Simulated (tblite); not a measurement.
Species: C₈H₁₂P (charge -1).
InChI=1S/C8H12P/c1-8(2,3)7-4-5-9-6-7/h4-6H,1-3H3/q-1

Level: GFN2-xTB in tblite, geometry and Hessian alike; calculated harmonic values, unscaled, isolated species. This tight-binding method is rough: wavenumbers can miss measured ones by several per cent, in bad cases by 10 to 20.

Q: How many normal modes are there?

A: 21 atoms, non-linear: 3N − 6 = 57.

Q: What is the point group of the computed structure, and how do the modes divide by symmetry?

A: Cs. The vibrations span 34 a′ + 23 a″.

Q: How many distinct wavenumbers does the calculation give?

A: 57: Cs has no degenerate species.

Q: How many fundamentals are allowed in the infrared by symmetry?

A: 57 of 57: in Cs every mode is allowed. All fundamentals are allowed in the Raman spectrum.

Q: What thermal excitation has the softest real mode at 298.15 K?

A: θ = hcν̃/k = 68 K for 47.0 cm⁻¹, so N1/N0 = 0.8 and ⟨v⟩ = 1/(exp(θ/T) − 1) = 3.9.

Conformer computed: `[CH3:1][C:2]([CH3:3])([CH3:4])[c:5]1[cH:6][cH:7][p-:8][cH:9]1`: C1–C2–C5–C6 60°.
